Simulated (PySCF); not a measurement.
Electronic structure of He⁺ (helium, charge +1) at the PBE0 level

Configuration: 1s1, 2S determinant. Calculation: PySCF 2.14, in aug-cc-pVQZ-DK (5s4p3d2f, 46 functions); the spin-free X2C one-electron Hamiltonian (Gaussian nucleus).

```
Total energy                        : -1.9967 hartree
One-electron energy                 : -1.9996 hartree
Hartree (Coulomb) energy            : 0.6205 hartree
Exchange-correlation energy         : -0.6176 hartree
⟨S²⟩                                : 0.7500
⟨L²⟩                                : 0.000
Sum of ⟨r⟩                          : 0.7576 bohr
Sum of ⟨r²⟩                         : 0.7710 bohr²
Langevin diamagnetic susceptibility : -0.611 ×10⁻⁶ cm³/mol
```

```json
{"shell": "1s α", "electrons": "1", "mean orbital energy (eV)": "-45.175", "rms radius, mean of both spins (bohr)": "0.878"}
```

For one electron the Hartree and exchange-correlation energies should cancel; what remains is the self-interaction error.
